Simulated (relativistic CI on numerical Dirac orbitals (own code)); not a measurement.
Sensitivity of the levels of Ga7+ to α and to the nuclear radius

These numbers are calculated, not measured: Dirac-Coulomb-Breit CI, orbitals from a KLI potential per configuration, derivatives by finite differences, unscaled Slater integrals, QED left out (own radial code, finite nucleus).

Configuration list (outside the closed core [Ne]): 3s2 3p6 3d6, 3s2 3p5 3d7, 3s2 3p6 3d5 4s, 3s2 3p4 3d8, 3s2 3p6 3d5 4p, 3s 3p6 3d7, 3s2 3p6 3d4 4s2, 3p6 3d8. Levels of other configurations are missing.

With x = (α/α₀)² − 1 an excitation energy changes as ω = ω₀ + qx; K = 2q/ω₀ is the relative enhancement. Terms are leading LS components, so labels can repeat. The field-shift factor is F = δν/δ⟨r²⟩ for the transition from the lowest level.

Lowest level 3s2 3p6 3d6 5D_4.

| Level | ω₀ (cm⁻¹) | q (cm⁻¹) | F (GHz/fm²) |
| --- | --- | --- | --- |
| 3s2 3p6 3d6 5D_3 | 1986.6 | 2092 | 0.01 |
| 3s2 3p6 3d6 5D_2 | 3233.5 | 3157 | 0.0153 |
| 3s2 3p6 3d6 5D_1 | 4027.0 | 3862 | 0.0187 |
| 3s2 3p6 3d6 5D_0 | 4409.6 | 4191 | 0.0204 |
| 3s2 3p6 3d6 3P_2 | 34499.7 | -237.3 | 0.0141 |
| 3s2 3p6 3d6 3F_4 | 40114.6 | -1008 | 0.036 |
| 3s2 3p6 3d6 3P_1 | 40134.6 | 5558 | 0.0416 |
| 3s2 3p6 3d6 3H_6 | 40630.1 | 556.7 | 0.054 |
| 3s2 3p6 3d6 3H_5 | 41438.8 | 933.8 | 0.0556 |
| 3s2 3p6 3d6 3P_0 | 41774.0 | 6056 | 0.0465 |
| 3s2 3p6 3d6 3F_3 | 41977.2 | 1744 | 0.0444 |
| 3s2 3p6 3d6 3H_4 | 42671.3 | 2687 | 0.0603 |
| 3s2 3p6 3d6 3F_2 | 42677.4 | 2428 | 0.0466 |

At this charge configurations can still be misplaced by up to about 7 % of their energy. Terms inside the open d or f shell come out 10 to 20 % too wide with unscaled integrals.

Question: Which transition from the lowest level has the largest |K|?

Answer: 3s2 3p6 3d6 5D_3 at 1986.6 cm⁻¹, K = 2.11.
